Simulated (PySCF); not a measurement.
C2H5Zn (SMILES C[CH2][Zn]), doublet, at a GFN2-xTB geometry (such geometries of metal compounds can be far from the true shape) (the spin is typed, not shown lowest). Base run: PBE0/6-31G* run with PySCF.

Input for PySCF:
```python
from pyscf import gto, scf, dft, solvent

mol = gto.Mole()
mol.atom = '''
    Zn    0.436159    0.704967    0.497403
    C    -0.022510   -1.218253   -0.526155
    C    -1.406435   -1.164168   -1.134267
    H     0.051036   -2.010322    0.218548
    H     0.739031   -1.371355   -1.290342
    H    -1.483721   -0.366389   -1.873445
    H    -2.168552   -1.002417   -0.371494
    H    -1.648897   -2.104011   -1.642814
'''
mol.basis = '6-31g*'
mol.charge = 0
mol.spin = 1
mol.verbose = 4
mol.build()

mf = dft.UKS(mol)
mf.xc = 'pbe0'
mf.kernel()
```

Variants of this job, named by their change:

```json
[
 {"change": "base", "ΔE vs base (kJ/mol)": "0.00", "dipole (D)": "0.44"},
 {"change": "model = IEF-PCM; solvent = n-hexane; vdw_scale = 1.4", "ΔE vs base (kJ/mol)": "-2.08", "dipole (D)": "0.32"},
 {"change": "model = IEF-PCM; solvent = n-hexane", "ΔE vs base (kJ/mol)": "-6.82", "dipole (D)": "0.11"},
 {"change": "model = SS(V)PE; solvent = n-hexane", "ΔE vs base (kJ/mol)": "-6.80", "dipole (D)": "0.11"},
 {"change": "model = IEF-PCM; solvent = n-hexane; vdw_scale = 1.0", "ΔE vs base (kJ/mol)": "-25.65", "dipole (D)": "0.29"},
 {"change": "model = IEF-PCM; solvent = dimethylsulfoxide", "ΔE vs base (kJ/mol)": "-18.71", "dipole (D)": "0.59"},
 {"change": "model = IEF-PCM; solvent = tetrahydrofuran", "ΔE vs base (kJ/mol)": "-15.40", "dipole (D)": "0.39"},
 {"change": "model = IEF-PCM; solvent = dichloromethane", "ΔE vs base (kJ/mol)": "-16.03", "dipole (D)": "0.43"},
 {"change": "model = IEF-PCM; solvent = n-hexane; r_probe = 0.5", "ΔE vs base (kJ/mol)": "-0.98", "dipole (D)": "0.40"},
 {"change": "model = IEF-PCM; solvent = n-hexane; vdw_scale = 1.1", "ΔE vs base (kJ/mol)": "-13.23", "dipole (D)": "0.09"},
 {"change": "model = IEF-PCM; solvent = n-hexane; lebedev_order = 11", "ΔE vs base (kJ/mol)": "-6.77", "dipole (D)": "0.11"},
 {"change": "model = IEF-PCM; solvent = water", "ΔE vs base (kJ/mol)": "-18.98", "dipole (D)": "0.60"}
]
```

The base is the gas phase, so ΔE is the electrostatic part of solvation at a fixed geometry, without cavity and dispersion terms.

Open shells are given as the SCF converged; they aren't shown to be the lowest states, and a large step between rows can be another state.
